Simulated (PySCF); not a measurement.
Molecule: C7H13, charge 0, multiplicity 2. It need not be the lowest isomer of its formula. SMILES: [CH]=CCC(C)(C)C
Coordinates optimised at B3LYP-D3(BJ)/def2-TZVP (Ansatz):
```xyz
20

C     -1.2541    -0.2937     1.2768
C     -0.6605    -0.2996    -0.1367
C     -0.9800     1.0245    -0.8375
C     -1.2708    -1.4585    -0.9344
C      0.8716    -0.5183    -0.0858
C      1.6405     0.5106     0.7145
C      2.4927     1.3637     0.2167
H     -1.0012    -1.2108     1.8145
H     -0.8929     0.5534     1.8616
H     -2.3428    -0.2222     1.2325
H     -2.0598     1.1751    -0.8994
H     -0.5489     1.8706    -0.3012
H     -0.5808     1.0346    -1.8546
H     -2.3540    -1.3447    -1.0152
H     -1.0690    -2.4178    -0.4524
H     -0.8613    -1.4973    -1.9464
H      1.0643    -1.5044     0.3508
H      1.2564    -0.5415    -1.1079
H      1.4530     0.5176     1.7872
H      2.8999     1.6157    -0.7508
```
Charge 0, spin multiplicity 2.

Dispersion corrections to the total energy (kcal/mol) from the dftd3 and dftd4 libraries through PySCF: D3(BJ) without and D4 with the three-body term, each with the damping fitted for the functional named.

| functional | D3(BJ) | D4 |
|---|---|---|
| BHLYP | -14.55 | -11.87 |
| PW6B95 | … | -9.01 |
| LC-wPBE | -10.66 | … |
| B2GP-PLYP | -6.11 | -4.64 |
| TPSS | -14.50 | -14.66 |
| HSE06 | -7.47 | -8.52 |
| BLYP | … | -23.78 |

Q: Fill in the missing entries.

A: 
- PW6B95, D3(BJ): -5.51
- LC-wPBE, D4: -11.92
- BLYP, D3(BJ): -23.63
